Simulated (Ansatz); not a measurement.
Cost and result for the atomization energy of `[OH][In-]([OH])([OH])[OH+][SiH3]` (13 atoms, 12 bonds).

```
atom    x (Å)    y (Å)    z (Å)
  O1  -0.5451   0.3579   2.8853
 In2  -0.7607   0.7109   0.9513
  O3  -2.2688  -0.0635  -0.0761
  O4   0.2528   2.2332   0.0798
  O5   0.9977  -0.2204  -0.2353
 Si6   1.0300  -1.4544  -1.3653
  H7   0.1637   0.8827   3.2651
  H8  -2.8813  -0.5497   0.4806
  H9  -0.2775   2.8170  -0.4656
 H10   1.1600   0.7057  -0.5219
 H11   2.4372  -1.7043  -1.7629
 H12   0.4606  -2.6322  -0.6779
 H13   0.2314  -1.0830  -2.5571
```

Total charge 0; spin multiplicity 1. Correlated methods include outer-core shells of In, which these sets cover unevenly. In: def2 effective core potential. Geometry: relaxed with PBE0-D4/def2-TZVP. It is one conformer, not always the lowest. Program: Ansatz. All runs use 2 threads of an AMD EPYC 7R13 on a shared host and a share of an NVIDIA H100 80 GB. Times are those of one run each, without the atoms' runs, and a repeat can differ threefold. Electronic energies, without spin–orbit coupling; frozen cores. CCSD(T)/CBS adds CCSD(T) − MP2 in def2-TZVPP to the MP2 limit, and its time is that of the two runs behind it. T1 = 0.015. With those shells the extrapolation isn't a true limit. B3LYP takes the VWN-RPA correlation (the form of Gaussian; ORCA's B3LYP/G).

CCSD(T)/CBS is a level of theory with its own doubt, some kJ/mol a heavy atom from the limit and from the frozen cores, so smaller differences don't rank the functionals.

| level | functions | wall time |
| --- | --- | --- |
| PBE0-D4/def2-TZVPP | 314 | 2.6 s |
| PBE-D4/def2-TZVPP (with forces) | 314 | 3.2 s |
| B2PLYP/def2-TZVPP | 314 | 3.6 s |
| r2SCAN-D4/def2-TZVPP (with forces) | 314 | 3.8 s |
| B3LYP-D4/def2-TZVPP (with forces) | 314 | 4.1 s |
| ωB97M-V/def2-TZVPP (with forces) | 314 | 5.5 s |
| MP2/def2-QZVPP | 590 | 6 s |
| ωB97X-V/def2-TZVPP | 314 | 6 s |
| CCSD(T)/def2-TZVPP | 314 | 8 s |
| CCSD(T)/CBS(def2) | – | 14 s |

Task: What atomization energy does each give, and how far from CCSD(T)/CBS? (Best estimate.)

Result: Ansatz gave: 
```json
{"level": "PBE0-D4/def2-TZVPP", "atomization (kJ/mol)": "4197.8", "difference from CCSD(T)/CBS": "-156.0", "per bond": "-13.0"}
{"level": "PBE-D4/def2-TZVPP (with forces)", "atomization (kJ/mol)": "4319.2", "difference from CCSD(T)/CBS": "-34.6", "per bond": "-2.9"}
{"level": "B2PLYP/def2-TZVPP", "atomization (kJ/mol)": "4227.9", "difference from CCSD(T)/CBS": "-125.9", "per bond": "-10.5"}
{"level": "r2SCAN-D4/def2-TZVPP (with forces)", "atomization (kJ/mol)": "4285.6", "difference from CCSD(T)/CBS": "-68.2", "per bond": "-5.7"}
{"level": "B3LYP-D4/def2-TZVPP (with forces)", "atomization (kJ/mol)": "4247.4", "difference from CCSD(T)/CBS": "-106.4", "per bond": "-8.9"}
{"level": "ωB97M-V/def2-TZVPP (with forces)", "atomization (kJ/mol)": "4299.2", "difference from CCSD(T)/CBS": "-54.6", "per bond": "-4.5"}
{"level": "MP2/def2-QZVPP", "atomization (kJ/mol)": "4387.3", "difference from CCSD(T)/CBS": "33.5", "per bond": "2.8"}
{"level": "ωB97X-V/def2-TZVPP", "atomization (kJ/mol)": "4304.3", "difference from CCSD(T)/CBS": "-49.5", "per bond": "-4.1"}
{"level": "CCSD(T)/def2-TZVPP", "atomization (kJ/mol)": "4196.3", "difference from CCSD(T)/CBS": "-157.5", "per bond": "-13.1"}
{"level": "CCSD(T)/CBS(def2)", "atomization (kJ/mol)": "4353.8", "difference from CCSD(T)/CBS": "0.0", "per bond": "0.0"}
```

The D4 term adds +42.7 kJ/mol with B3LYP and +23.1 kJ/mol with PBE0; it sums over pairs of atoms, weighted by their polarisabilities, and B3LYP, whose exchange is more repulsive, gets the larger term. In def2-TZVPP, CCSD(T) changes the Hartree–Fock value by +1305.4 kJ/mol (the triples alone add +77.0 kJ/mol) and MP2 by +1401.7 kJ/mol; breaking electron pairs costs correlation energy, which Hartree–Fock lacks. From PBE to PBE0 (25 % exact exchange), in def2-TZVPP and without D4, the atomization energy moves by −117.9 kJ/mol: exact exchange takes away binding that semilocal exchange gives to molecules.

Spin–orbit coupling would lower the free In atoms strongly, and the atomization energy with them, by more than many differences here.
